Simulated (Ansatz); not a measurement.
One change: `CCB(O)O[SiH3]` becomes `CCB(N)O`.

Ansatz, PBE0-D4/def2-TZVP geometries, multiplicity 1. Each molecule was computed in one conformer, which needn't be the lowest.

```json
{"property": "size of the dipole moment (B3LYP/def2-TZVPP) / D", "`CCB(O)O[SiH3]`": "0.89"}
{"property": "HOMO energy (ωB97M-V/def2-TZVPP) / eV", "`CCB(O)O[SiH3]`": "-10.83"}
{"property": "size of the dipole moment (PBE/def2-TZVPP) / D", "`CCB(O)O[SiH3]`": "0.83"}
{"property": "HOMO energy (PBE/def2-TZVPP) / eV", "`CCB(O)O[SiH3]`": "-7.07"}
{"property": "HOMO energy (B3LYP/def2-TZVPP) / eV", "`CCB(O)O[SiH3]`": "-8.32"}
{"property": "HOMO–LUMO gap (B3LYP/def2-TZVPP) / eV", "`CCB(O)O[SiH3]`": "8.26"}
```

(1) Give the same properties after the change, and the shifts. (Best estimate.)

## Answers

(1) The calculation gave: 
```tsv
property	`CCB(N)O`	shift
size of the dipole moment (B3LYP/def2-TZVPP) / D	2.53	1.64
HOMO energy (ωB97M-V/def2-TZVPP) / eV	-10.17	0.66
size of the dipole moment (PBE/def2-TZVPP) / D	2.50	1.67
HOMO energy (PBE/def2-TZVPP) / eV	-6.29	0.78
HOMO energy (B3LYP/def2-TZVPP) / eV	-7.52	0.80
HOMO–LUMO gap (B3LYP/def2-TZVPP) / eV	7.79	-0.47
```

With PBE0 the HOMO rises by 0.75 eV and the LUMO rises by 0.45 eV, so the gap narrows by about 0.30 eV. PBE moves the HOMO by 0.78 eV and ωB97M-V by 0.66 eV. Dipoles are sizes alone; their direction can turn.

B3LYP here is the variant with VWN-RPA as its local correlation; programs differ in this.
